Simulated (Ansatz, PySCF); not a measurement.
This triplet is an excited state, 2.07 eV above the relaxed singlet at the level composite: frozen-core CCSD(T) with HF/cc-pV5Z and the correlation energy extrapolated as X^-3 from cc-pVQZ and cc-pV5Z, plus CCSDT(Q) minus CCSD(T) in cc-pVTZ // B3LYP-D3(BJ)/def2-TZVP (Ansatz, a quantum-chemistry and plane-wave program).

B3LYP has the VWN-RPA correlation part, as in Gaussian. 

**HGa, SMILES `[GaH]` (excited triplet) (charge 0, multiplicity 3)**

These are B3LYP-D3(BJ)/def2-TZVP (PySCF 2.14.0) values and carry that method's errors.

```json
{
  "highest_occupied_spin_orbital": "-3.83 eV",
  "dipole_moment": "0.21 D",
  "total_energy": "-52392.61 eV",
  "cost": "roughly 7 core-seconds"
}
```

```xyz
2

Ga     0.8124     0.0000     0.0000
H     -0.8124     0.0000     0.0000
```
Charge 0, spin multiplicity 3.
